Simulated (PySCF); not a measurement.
A structure optimised at PBE0-D3(BJ)/def2-TZVP, used in a PySCF frequency run:

```
Ti
O 1 1.5484
Cl 1 2.1289 2 108.95
```
Charge +1, spin multiplicity 1.

### Question
Write its SMILES, formula and point group.

### Answer
[O]=[Ti+][Cl], ClOTi, Cs

### Question
What are its rotational constants (standard atomic weights)?

### Answer
24.108, 3.9870, 3.4212 GHz
